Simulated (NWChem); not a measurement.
# C4H12Si; SMILES C[Si](C)(C)C

Question: Give the equilibrium geometry at PBE-D3(BJ)/def2-SVP (NWChem) as a Z-matrix, with the point group.

Answer: point group Td; any orientation.
```
Si
C 1 1.8954
H 2 1.1096 1 111.16
H 2 1.1096 3 107.75 1 -121.99
H 2 1.1097 3 107.74 4 -115.99
C 1 1.8954 2 109.46 3 -179.96
H 6 1.1096 1 111.16 2 -59.99
H 6 1.1096 7 107.75 1 122.02
H 6 1.1097 7 107.73 8 115.99
C 1 1.8954 2 109.47 3 -59.99
H 10 1.1096 1 111.15 2 -179.98
H 10 1.1097 11 107.75 1 -122.01
H 10 1.1097 11 107.73 12 -115.99
C 1 1.8955 2 109.50 3 59.99
H 14 1.1096 1 111.19 2 60.00
H 14 1.1096 15 107.74 1 122.00
H 14 1.1097 15 107.74 16 115.99
```
